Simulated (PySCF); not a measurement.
**Potential energy of YP along the bond**

Set-up: Y def2-TZVPP with ECP28, P def2-TZVPP; scalar-relativistic core potentials (PySCF 2.14). Energies in eV from Y (4d1 5s2) + P in their ground configurations at the same level. State: ¹Σ⁺ (singlet), closed shell.

All columns are HSE06. A positive dipole means Y(−)P(+).

| R (Å) | E (eV) | μ (D) | Mulliken charge on Y (basis-dependent) | HOMO (eV) | LUMO (eV) | Mayer bond order | ⟨S²⟩ |
| --- | --- | --- | --- | --- | --- | --- | --- |
| 1.975 | -1.617 | -5.65 | 0.47 | -4.18 | -2.64 | 3.27 | 0.00 |
| 2.067 | -2.429 | -6.23 | 0.46 | -4.37 | -2.73 | 3.27 | 0.00 |
| 2.159 | -2.889 | -6.70 | 0.44 | -4.53 | -2.82 | 3.26 | 0.00 |
| 2.228 | -3.057 | -6.99 | 0.43 | -4.63 | -2.89 | 3.25 | 0.00 |
| 2.297 | -3.107 | -7.22 | 0.41 | -4.58 | -2.96 | 3.24 | 0.00 |
| 2.366 | -3.066 | -7.42 | 0.40 | -4.49 | -3.02 | 3.22 | 0.00 |
| 2.458 | -2.902 | -7.62 | 0.38 | -4.39 | -3.11 | 3.19 | 0.00 |
| 2.573 | -2.578 | -7.80 | 0.36 | -4.30 | -3.22 | 3.14 | 0.00 |
| 2.711 | -2.087 | -7.91 | 0.35 | -4.21 | -3.34 | 3.08 | 0.00 |
| 2.894 | -1.364 | -7.95 | 0.34 | -4.15 | -3.49 | 2.97 | 0.00 |

A fit through these points gives, at Re = 2.298 Å, μ = -7.23 D and dμ/dR = -3.13 D/Å; the reduced mass is 22.97 u.

**Question.** How strong is the fundamental in the double-harmonic approximation, I = 42.26·(dμ/dR)²/μred km/mol?

**Answer.** I = 42.26·(-3.13)²/22.97 = 18.0 km/mol at HSE06.

The metal atom is held in its measured ground configuration; semilocal functionals can put another filling of s and d lower by some tenths of an eV, and De to that atom would be smaller. Spin–orbit coupling is left out, which matters for elements this heavy, above all for dissociation energies.
